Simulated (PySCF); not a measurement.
CH₈FNSi₂, SMILES NC[SiH2][SiH2]F.

Geometry optimised at B3LYP-D3(BJ)/def2-SVP. This is a generated structure with no PubChem entry under its InChIKey; it may be hypothetical. The values are those of a single conformer.

Two levels are set side by side: TDA-PBE/def2-SVPD (PySCF) and TDA-LC-ωPBE/def2-SVPD (PySCF). Vertical, same geometry. The lowest singlet is HOMO→LUMO 97 % with PBE and HOMO→LUMO 46 %, HOMO→LUMO+1 26 %, HOMO−1→LUMO 11 % with the other functional; states are paired by order. Differences are taken from unrounded values.

```tsv
quantity	TDA-PBE
lowest singlet excitation (eV)	4.07
lowest triplet excitation (TDA) (eV)	3.84
first bright state (f over 0.05) (eV)	5.32
its oscillator strength	0.07
```

Problem. These are the TDA-PBE values. What does TDA-LC-ωPBE give? (An estimate is asked for; the answer gives what the named calculation found.)

Solution. 
```
quantity                               TDA-LC-ωPBE  TDA-PBE minus TDA-LC-ωPBE
-------------------------------------  -----------  -------------------------
lowest singlet excitation (eV)                6.29                      -2.22
lowest triplet excitation (TDA) (eV)          5.51                      -1.67
first bright state (f over 0.05) (eV)         6.43                      -1.11
its oscillator strength                       0.05                       0.02
```

A lower first singlet is the usual sign of a functional without exact exchange. Differences between two approximate levels are no errors against the true value.

Rough cost on one machine, each run with all the roots and properties that it gave: TDA-LC-ωPBE against TDA-PBE about 3 times.
